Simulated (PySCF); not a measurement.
This PySCF input asks for the NMR shieldings of SMILES FC[C@H]([SiH2]C=C)C(Cl)Cl, C₅H₉Cl₂FSi; the geometry comes from GFN2-xTB.

```python
import basis_set_exchange as bse
import numpy as np
from pyscf import gto, dft
from pyscf.prop import nmr

atoms = """
C     2.970132    0.499950   -0.018329
C     1.949516    0.174281    0.760120
Si    0.598784   -1.056583    0.308682
C    -1.055887   -0.056317    0.324127
C    -0.856073    1.319793   -0.291078
F    -0.277704    1.193172   -1.533906
C    -2.117814   -0.800060   -0.445146
Cl   -2.206464   -2.490389    0.074902
Cl   -3.736121   -0.061280   -0.234224
H     3.093092    0.068735   -0.997632
H     3.724171    1.212103    0.281098
H     1.884526    0.641820    1.737484
H     0.510388   -2.087214    1.344130
H     0.789656   -1.611188   -1.028550
H    -1.394428    0.083158    1.352715
H    -0.171821    1.924805    0.309660
H    -1.800567    1.854383   -0.438741
H    -1.912146   -0.802852   -1.516970
"""
names = dict.fromkeys(["C", "Si", "F", "Cl", "H"], "pcSseg-1")
basis = {el: gto.basis.parse(bse.get_basis(n, elements=[el], fmt="nwchem")) for el, n in names.items()}
mol = gto.M(atom=atoms, basis=basis, charge=0, verbose=0)
mf = dft.RKS(mol, xc="PBE0")
mf.grids.level = 2
mf.grids.alignment = dft.numint.BLKSIZE   # the property module wants whole blocks of grid points
mf.conv_tol = 1e-9
mf.kernel()

calc = nmr.RKS(mf)   # GIAO
C = mf.mo_coeff
Co = C[:, mf.mo_occ > 0]
resp = mf.gen_response(singlet=True, hermi=2)
def vind(x):   # induced exchange potential for any number of trial vectors
    d = np.einsum("pi,xij,qj->xpq", C, 2 * x.reshape(-1, C.shape[1], Co.shape[1]), Co, optimize=True)
    return np.einsum("xpq,pi,qj->xij", resp(d - d.transpose(0, 2, 1)), C, Co, optimize=True).ravel()
mo1, _ = nmr.rhf.solve_mo1(calc, with_cphf=vind)
sigma = calc.kernel(mo1)
for i, s in enumerate(sigma):   # ppm
    print("%2d %-2s %9.2f" % (i, mol.atom_pure_symbol(i), np.trace(s) / 3))
```

Problem. Give the expected output.

Solution. 
```
 0 C      40.32
 1 C      47.81
 2 Si    390.52
 3 C     139.89
 4 C     102.12
 5 F     426.55
 6 C      99.42
 7 Cl    676.74
 8 Cl    663.89
 9 H      25.36
10 H      25.14
11 H      25.33
12 H      26.97
13 H      27.44
14 H      29.94
15 H      26.96
16 H      26.56
17 H      25.62
```

These numbers come from an equivalent density-fitted implementation of the same equations, which agrees with the script to about 0.01 ppm for H and up to a few tenths of a ppm for heavy atoms, so last digits may differ.

Problem. Turn these shieldings into chemical shifts. Chemical shifts δ = σref − σ; 13C (186.93 ppm), 29Si (349.16 ppm), 1H (31.72 ppm) vs TMS; CFCl3 for 19F (170.95 ppm); 35Cl (949.78 ppm) against HCl, all at this level.

Solution. Averaging equivalent atoms: C 0: 146.6; C 1: 139.1; C 6: 87.5; C 4: 84.8; C 3: 47.0; Si 2: -41.4; F 5: -255.6; Cl 8: 286; Cl 7: 273; H 10: 6.57; H 11: 6.39; H 9: 6.36; H 17: 6.09; H 16: 5.15; H 15: 4.75; H 12: 4.75; H 13: 4.27; H 14: 1.77 ppm. Unscaled 19F shifts against computed CFCl3 carry errors that often reach 10 to 50 ppm.

Size and cost of the density-fitted run: 219 basis functions, 60 s wall time on 1 thread of an Arm Neoverse V1, shared host; peak memory 1.1 GiB.
